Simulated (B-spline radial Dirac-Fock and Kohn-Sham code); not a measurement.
# Widths and yields of inner-shell holes in W⁶⁺

System: the W⁶⁺ ion in the configuration [Xe] 4f14, inside a Watson sphere of charge -6 and radius 1.6 Å (a model of the Madelung potential; inside it an electron's potential energy is raised by 54.0 eV).

The computed values come from a radial B-spline solver: a relativistic independent-particle model: LDA orbitals of the hole state, radiative multipoles to third order, Auger rates from the Coulomb interaction with a continuum orbital, Dirac-Fock energies.

Partial widths are in eV. Coster-Kronig decay leaves a hole in the same principal shell; its rates are the weakest part of the model, often 1.5 to 2.5 times too large and more for N holes. Holes without an open Auger channel, or with an unreliable SCF state, are not listed.

```
 hole  radiative   Auger  Coster-Kronig  total  fluorescence yield  lifetime (fs)
   1s       37.3    1.57              0   38.8               0.960         0.0169
   2s      0.819    1.90           2.94   5.66               0.145          0.116
2p1/2       1.39    2.79          0.675   4.86               0.286          0.136
2p3/2       1.25    3.55              0   4.80               0.259          0.137
   3s     0.0297    1.02           15.9   17.0             0.00175         0.0387
3p1/2     0.0301    1.12           10.9   12.0             0.00251         0.0548
3p3/2     0.0315    1.36           7.63   9.02             0.00349         0.0729
3d3/2     0.0380    1.74              0   1.78              0.0213          0.370
3d5/2     0.0359    1.82              0   1.85              0.0194          0.356
   4s    0.00100  0.0945           12.0   12.1            8.27e-05         0.0544
4p1/2    0.00164  0.0968           11.6   11.7            0.000140         0.0563
4p3/2    0.00103   0.107           9.05   9.15            0.000112         0.0719
4d3/2    0.00136  0.0650           6.82   6.89                   ?              ?
4d5/2    0.00121  0.0801           6.48   6.56            0.000185          0.100
```

Task: What are the fluorescence yield and the lifetime of the 4d3/2 hole?

Result: The yield is the radiative width over the total, 0.000198, and the lifetime is ħ/Γ = 0.0956 fs.
